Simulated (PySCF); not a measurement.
## Bond length, frequency and bond energy of WF⁻ by level of theory

State: ⁵Σ⁺ (quintet), unpaired electrons π ↑↑, δ ↑↑. Set-up: basis W def2-TZVPPD with ECP60, F def2-TZVPPD; scalar-relativistic core potentials; PySCF 2.14. De refers to W (5d4 6s2) + F⁻ in their high-spin ground configurations, without counterpoise correction. The functionals are run spin-unrestricted. A positive dipole points towards F; it is taken about the centre of mass and depends on that origin.

```tsv
Level	Re (Å)	ωe (cm⁻¹)	De (eV)	μ (D)	CPU s a point (SCF and correlation, without the integrals)
ROHF	1.984	513	n/a	-0.16	2.8
ROHF-MP2	1.939	544	n/a	n/a	5.1
ROHF-SCS-MP2	1.954	532	n/a	n/a	n/a
ROHF-CCSD	1.954	539	n/a	n/a	n/a
ROHF-CCSD(T)	1.951	542	n/a	n/a	290
PBE	1.939	534	n/a	0.00	2
PW91	1.937	536	n/a	-0.07	1.5
BP86	1.939	536	n/a	0.04	1.4
r²SCAN	1.941	544	n/a	0.62	2.8
M06-L	1.953	529	n/a	0.12	2.7
PBE0	1.937	543	n/a	0.10	5.2
BHandHLYP	1.953	536	n/a	-0.36	3.5
CAM-B3LYP	1.947	535	n/a	-0.31	8.5
B2PLYP	1.950	534	n/a	-0.04	5.3
```

The bond length runs from 1.937 Å (PBE0) to 1.984 Å (ROHF).

Correlated steps freeze 1 core orbital. De is left out where the level can put another filling of the metal’s s and d shells below the measured ground configuration, by anything from nothing to about 1 eV. Spin–orbit coupling is left out, which matters for elements this heavy, above all for dissociation energies. The highest Kohn–Sham level is positive in this anion. Much of that is self-interaction error, but it also means that the finite basis helps to hold the extra electron. B2PLYP dipoles, levels and charges come from its SCF part alone. UHF is strongly spin-contaminated for WF⁻, so the ROHF reference used there is far from stable. With d or f electrons several states lie close, and the lowest PBE0 determinant need not be the measured ground state.

The whole job (state search and all levels along the bond) took about 27 min on 2 threads of AMD EPYC 7R43 64-Core (shared host), peak memory 4.5 GiB.
